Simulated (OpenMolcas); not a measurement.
# Multiplet structure of Hg+

```
Program             : OpenMolcas 26.06
Method              : CASSCF
Basis               : ANO-RCC-VQZP [9s8p6d4f2g1h]
Scalar Hamiltonian  : DKH2, point nucleus
Active space        : 1 electron in 4 orbitals (6s 6p)
State averaging     : 2S+1 = 2 even, 1 root; 2S+1 = 2 odd, 3 roots
Spin-orbit coupling : state interaction with AMFI integrals over the reference wave functions, term energies averaged over their components
```

Spin-free terms above the lowest, with the occupations of the reference:

| Configuration | Term | E (cm-1) | Occupations |
| --- | --- | --- | --- |
| 6s | 2S | 0.0 | 6s 1.00 |
| 6p | 2P* | 53121 | 6p 1.00 |

With spin-orbit coupling, above the lowest level:

```csv
Configuration,Term,J,E (cm-1),Measured (cm-1),g,Term weight %
6s,2S,1/2,0.0,0.0,2.002,100
6p,2P*,1/2,48435,51486,0.666,100
6p,2P*,3/2,55463,60608,1.334,100
```

Against the 2 measured excited levels shown (NIST Handbook of Basic Atomic Spectroscopic Data) the mean absolute deviation is 4100 cm-1; the largest miss in energy is 6p 2P* 3/2: computed 55463, measured 60608 cm-1 (-8.5 %).

Spin-orbit splittings of 6p shells tend to come out small when the coupling is added on scalar orbitals. With one active electron the reference holds no correlation, so core polarisation is missing. Computed and measured levels are paired by configuration, term and J; levels that our copy of the source lacks, or whose pairing is in doubt (as where it misses far off the trend of its configuration), stay unpaired and out of the deviations. Only configurations of the active space appear.

The RASSCF and RASSI steps took 20 s on 1 thread of Arm Neoverse V2, with other jobs on the host; the integral step is not counted.

The term weight is that of the spin-free term in the level, not the purity of its configuration. * marks odd parity.
